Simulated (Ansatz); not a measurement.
`CN[SiH](F)Br`, relaxed with RKS PBE0-D4/def2-TZVP in Ansatz from a PBE-D4/def2-SVP geometry. The force threshold is 0.005 eV/Å; the program also tests the step.

The species carries charge 0 and has multiplicity 1.

Start:

```xyz
10

C     0.150    0.791    1.181
N     0.157    0.611   -0.263
Si   -0.283   -0.809   -1.109
F    -1.875   -1.131   -0.920
Br    0.722   -2.645   -0.305
H     1.159    0.680    1.641
H    -0.250    1.788    1.464
H    -0.508    0.034    1.651
H     0.695    1.308   -0.784
H     0.033   -0.627   -2.555
```

| step | energy (eV) | largest force (eV/Å) | largest move (Å) |
| --- | --- | --- | --- |
| 1 | -83238.8404 | 1.184 | 0.000 |
| 2 | -83238.9002 | 0.703 | 0.028 |
| 3 | -83238.9153 | 0.094 | 0.028 |
| 4 | -83238.9159 | 0.048 | 0.012 |
| 5 | -83238.9161 | 0.032 | 0.003 |
| 6 | -83238.9161 | 0.011 | 0.003 |
| 7 | -83238.9161 | 0.006 | 0.003 |
| 8 | -83238.9162 | 0.008 | 0.004 |
| 9 | -83238.9162 | 0.004 | 0.008 |
| 10 | -83238.9162 | 0.007 | 0.012 |
| 11 | -83238.9162 | 0.008 | 0.012 |
| 13 | -83238.9163 | 0.020 | 0.006 |
| 15 | -83238.9164 | 0.038 | 0.050 |
| 17 | -83238.9166 | 0.039 | 0.009 |
| 19 | -83238.9170 | 0.078 | 0.046 |
| 21 | -83238.9178 | 0.071 | 0.063 |
| 23 | -83238.9184 | 0.084 | 0.012 |
| 25 | -83238.9193 | 0.029 | 0.037 |
| 27 | -83238.9196 | 0.022 | 0.040 |
| 29 | -83238.9197 | 0.013 | 0.005 |
| 31 | -83238.9197 | 0.004 | 0.007 |

End:

```xyz
10

C     0.214    0.760    1.188
N     0.256    0.547   -0.245
Si   -0.306   -0.784   -1.106
F    -1.895   -0.920   -1.133
Br    0.376   -2.663   -0.157
H     1.180    1.110    1.562
H    -0.555    1.483    1.477
H    -0.007   -0.182    1.691
H     0.575    1.339   -0.779
H     0.162   -0.688   -2.499
```

Run time 2.3 min (4 threads of an Arm Neoverse V1 on a shared host); peak host memory 0.64 GiB.
